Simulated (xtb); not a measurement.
xtb job for Cd(Br)(Et) (C2H5BrCd), SMILES C[CH2][Cd][Br], GFN2-xTB. 

```
$ xtb mol.xyz --gfn 2 --sp --chrg 0 --uhf 0 --json
$ cat mol.xyz
9

Cd     0.13421026    -0.69819158     0.55140307
Br     0.41027044     1.73001128    -0.05303497
C     -1.00851696    -2.01677489    -0.76457829
C     -1.34760746    -1.14940890    -1.97104798
H     -1.92121951    -2.35836444    -0.27236595
H     -0.42717837    -2.88739350    -1.07091687
H     -0.44099699    -0.81655511    -2.48821129
H     -1.92683552    -0.26723668    -1.67610360
H     -1.94858075    -1.71054646    -2.68976762
```

Output:

```
[banner left out]
          |                Calculation Setup                |
           -------------------------------------------------



           -------------------------------------------------
          |                 G F N 2 - x T B                 |
           -------------------------------------------------

        Reference                      10.1021/acs.jctc.8b01176
      * Hamiltonian:
        H0-scaling (s, p, d)           1.850000    2.230000    2.230000
        zeta-weighting                 0.500000
      * Dispersion:
        s8                             2.700000
        a1                             0.520000
        a2                             5.000000
        s9                             5.000000
      * Repulsion:
        kExp                           1.500000    1.000000
        rExp                           1.000000
      * Coulomb:
        alpha                          2.000000
        third order                    shell-resolved
        anisotropic                    true
        a3                             3.000000
        a5                             4.000000
        cn-shift                       1.200000
        cn-exp                         4.000000
        max-rad                        5.000000


          ...................................................
          :                      SETUP                      :
          :.................................................:
          :  # basis functions                  27          :
          :  # atomic orbitals                  26          :
          :  # shells                           14          :
          :  # electrons                        22          :
          :  max. iterations                   250          :
          :  Hamiltonian                  GFN2-xTB          :
          :  restarted?                      false          :
          :  GBSA solvation                  false          :
          :  PC potential                    false          :
          :  electronic temp.          300.0000000     K    :
          :  accuracy                    1.0000000          :
          :  -> integral cutoff          0.2500000E+02      :
          :  -> integral neglect         0.1000000E-07      :
          :  -> SCF convergence          0.1000000E-05 Eh   :
          :  -> wf. convergence          0.1000000E-03 e    :
          :  Broyden damping             0.4000000          :
          :  net charge                          0          :
          :  unpaired electrons                  0          :
          ...................................................

 iter      E             dE          RMSdq      gap      omega  full diag
   1    -11.5757829 -0.115758E+02  0.120E+01    3.47       0.0  T
   2    -11.5851258 -0.934290E-02  0.770E+00    3.49       1.0  T
   3    -11.4566383  0.128487E+00  0.468E+00    3.38       1.0  T
   4    -11.6090665 -0.152428E+00  0.148E+00    3.33       1.0  T
   5    -11.6172692 -0.820273E-02  0.527E-01    3.33       1.0  T
   6    -11.6175721 -0.302873E-03  0.379E-01    3.31       1.0  T
   7    -11.6176356 -0.635312E-04  0.217E-01    3.35       1.0  T
   8    -11.6177847 -0.149086E-03  0.134E-01    3.33       1.0  T
   9    -11.6177952 -0.104913E-04  0.212E-02    3.33       1.6  T
  10    -11.6177955 -0.301054E-06  0.159E-02    3.33       2.1  T
  11    -11.6177957 -0.195936E-06  0.233E-03    3.33      14.3  T
  12    -11.6177957  0.108773E-08  0.926E-04    3.33      36.0  T
  13    -11.6177957 -0.215163E-08  0.125E-04    3.33     267.0  T

   *** convergence criteria satisfied after 13 iterations ***

         #    Occupation            Energy/Eh            Energy/eV
      -------------------------------------------------------------
         1        2.0000           -0.8025149             -21.8375
       ...           ...                  ...                  ...
         5        2.0000           -0.5051935             -13.7470
         6        2.0000           -0.4786565             -13.0249
         7        2.0000           -0.4532503             -12.3336
         8        2.0000           -0.4524247             -12.3111
         9        2.0000           -0.3867274             -10.5234
        10        2.0000           -0.3851375             -10.4801
        11        2.0000           -0.3764552             -10.2439 (HOMO)
        12                         -0.2540439              -6.9129 (LUMO)
        13                         -0.0581586              -1.5826
        14                          0.0614020               1.6708
        15                          0.0835394               2.2732
        16                          0.0870887               2.3698
       ...                                ...                  ...
        26                          0.7814252              21.2637
      -------------------------------------------------------------
                  HL-Gap            0.1224113 Eh            3.3310 eV
             Fermi-level           -0.3152495 Eh           -8.5784 eV

 SCC (total)                   0 d,  0 h,  0 min,  0.006 sec
 SCC setup                      ...        0 min,  0.000 sec (  2.299%)
 Dispersion                     ...        0 min,  0.000 sec (  0.740%)
 classical contributions        ...        0 min,  0.000 sec (  0.336%)
 integral evaluation            ...        0 min,  0.001 sec ( 15.885%)
 iterations                     ...        0 min,  0.003 sec ( 52.360%)
 molecular gradient             ...        0 min,  0.002 sec ( 26.903%)
 printout                       ...        0 min,  0.000 sec (  1.295%)

         :::::::::::::::::::::::::::::::::::::::::::::::::::::
         ::                     SUMMARY                     ::
         :::::::::::::::::::::::::::::::::::::::::::::::::::::
         :: total energy             -11.516395994865 Eh    ::
         :: gradient norm              0.000136482604 Eh/a0 ::
         :: HOMO-LUMO gap              3.330979720898 eV    ::
         ::.................................................::
         :: SCC energy               -11.617791781212 Eh    ::
         :: -> isotropic ES            0.049493362855 Eh    ::
         :: -> anisotropic ES          0.003292313644 Eh    ::
         :: -> anisotropic XC          0.000937409120 Eh    ::
         :: -> dispersion             -0.005135910173 Eh    ::
         :: repulsion energy           0.101395786346 Eh    ::
         :: add. restraining           0.000000000000 Eh    ::
         :: total charge              -0.000000000000 e     ::
         :::::::::::::::::::::::::::::::::::::::::::::::::::::

           -------------------------------------------------
          |                Property Printout                |
           -------------------------------------------------

    * Orbital Energies and Occupations

         #    Occupation            Energy/Eh            Energy/eV
      -------------------------------------------------------------
         1        2.0000           -0.8025149             -21.8375
         2        2.0000           -0.6249230             -17.0050
         3        2.0000           -0.5757518             -15.6670
         4        2.0000           -0.5144673             -13.9994
         5        2.0000           -0.5051935             -13.7470
         6        2.0000           -0.4786565             -13.0249
         7        2.0000           -0.4532503             -12.3336
         8        2.0000           -0.4524247             -12.3111
         9        2.0000           -0.3867274             -10.5234
        10        2.0000           -0.3851375             -10.4801
        11        2.0000           -0.3764552             -10.2439 (HOMO)
        12                         -0.2540439              -6.9129 (LUMO)
        13                         -0.0581586              -1.5826
        14                          0.0614020               1.6708
        15                          0.0835394               2.2732
        16                          0.0870887               2.3698
        17                          0.0886988               2.4136
        18                          0.0904700               2.4618
        19                          0.1054355               2.8690
        20                          0.1115485               3.0354
        21                          0.1561225               4.2483
        22                          0.1769785               4.8158
       ...                                ...                  ...
        26                          0.7814252              21.2637
      -------------------------------------------------------------
                  HL-Gap            0.1224113 Eh            3.3310 eV
             Fermi-level           -0.3152495 Eh           -8.5784 eV

     #   Z          covCN         q      C6AA      α(0)
     1  48 Cd       1.709     0.304   195.058    26.808
     2  35 Br       0.793    -0.339   194.206    22.468
     3   6 C        3.654    -0.139    23.525     6.964
     4   6 C        3.832    -0.101    22.394     6.733
     5   1 H        0.924     0.050     2.317     2.380
     6   1 H        0.925     0.050     2.315     2.379
     7   1 H        0.924     0.061     2.189     2.314
     8   1 H        0.924     0.065     2.145     2.290
     9   1 H        0.924     0.049     2.336     2.390

 Mol. C6AA /au·bohr⁶  :       2006.783927
 Mol. C8AA /au·bohr⁸  :     103720.606957
 Mol. α(0) /au        :         74.725923


Wiberg/Mayer (AO) data.
largest (>0.10) Wiberg bond orders for each atom

 ---------------------------------------------------------------------------
     #   Z sym  total        # sym  WBO       # sym  WBO       # sym  WBO
 ---------------------------------------------------------------------------
     1  48 Cd   1.862 --     2 Br   0.830     3 C    0.793
     2  35 Br   1.106 --     1 Cd   0.830     3 C    0.257
     3   6 C    3.979 --     4 C    1.026     6 H    0.953     5 H    0.950
                             1 Cd   0.793     2 Br   0.257
     4   6 C    3.997 --     3 C    1.026     9 H    0.973     7 H    0.954
                             8 H    0.952
     5   1 H    0.997 --     3 C    0.950
     6   1 H    0.997 --     3 C    0.953
     7   1 H    0.996 --     4 C    0.954
     8   1 H    0.996 --     4 C    0.952
     9   1 H    0.998 --     4 C    0.973
 ---------------------------------------------------------------------------

Topologies differ in total number of bonds
Writing topology from bond orders to xtbtopo.mol

molecular dipole:
                 x           y           z       tot (Debye)
 q only:       -0.352      -1.542       0.060
   full:       -0.212      -2.388       0.672       6.329
molecular quadrupole (traceless):
                xx          xy          yy          xz          yz          zz
 q only:        1.068      -1.077      -3.936       1.262       0.193       2.868
  q+dip:        2.828      -2.375      -8.258       1.977       0.662       5.430
   full:        4.069      -3.451     -10.005       1.013       0.527       5.936


           -------------------------------------------------
          | TOTAL ENERGY              -11.516395994865 Eh   |
          | GRADIENT NORM               0.000136482604 Eh/α |
          | HOMO-LUMO GAP               3.330979720898 eV   |
           -------------------------------------------------

------------------------------------------------------------------------
------------------------------------------------------------------------
 total:
 SCF:
Note: The following floating-point exceptions are signalling: IEEE_DENORMAL
normal termination of xtb
```

The run converged.
